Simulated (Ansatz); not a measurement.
Pulling on the Te1–H2 bond in hydrogen telluride (SMILES [TeH2]) (multiplicity 1 held, fragments rigid). Energies count from the point at 1.661 Å.
Geometry at that point (charge 0, multiplicity 1):
```xyz
3

Te     0.000     0.043     0.002
H     -1.180    -1.125    -0.039
H      1.178    -1.127    -0.047
```

Restricted levels (R-, RO-) in cc, def2 and unpolarised 6-31G sets keep to the state of the molecule at rest. Active spaces are followed from a long bond inwards. Levels need not reach the same state.

Correlated levels freeze the cores. Filled d and f shells under p-block atoms count as core.

Codes used: Ansatz (a program for electronic structure). Each number belongs to the level named beside it. In def2 rows elements past Kr take small-core potentials, without spin–orbit coupling.

Energies in kcal/mol.

```
R (Å)  R-PBE/def2-TZVPP  R-CCSD/def2-TZVPP  R-CCSD(T)/def2-TZVPP  FIC-MRCISD+Q on CASSCF(2,2)/def2-TZVPP
-----  ----------------  -----------------  --------------------  --------------------------------------
1.329              37.0               36.5                  36.7                                    36.6
1.495               7.4                6.8                   6.9                                     6.8
1.661               0.0                0.0                   0.0                                     0.0
1.827               3.6                4.5                   4.3                                     4.3
1.993              12.3               14.0                  13.6                                    13.6
2.243              28.5               30.9                  30.0                                    29.9
2.492              44.5               46.5                  44.7                                    44.5
2.907              66.5               65.1                  60.9                                    60.8
3.322              81.8               74.9                  67.2                                    68.3
3.821              93.3               79.9                  67.7                                    71.4
4.485             101.2               82.0                  65.6                                    72.3
5.316             105.3               82.7                  63.9                                    72.5
```

Doubts at one or more of the structures used: a restricted determinant that unrestricted orbitals would lower (R-PBE/def2-TZVPP, R-CCSD/def2-TZVPP, R-CCSD(T)/def2-TZVPP); other coupled-cluster roots lie near (R-CCSD/def2-TZVPP, R-CCSD(T)/def2-TZVPP); T1 above 0.05 (R-CCSD/def2-TZVPP, R-CCSD(T)/def2-TZVPP).
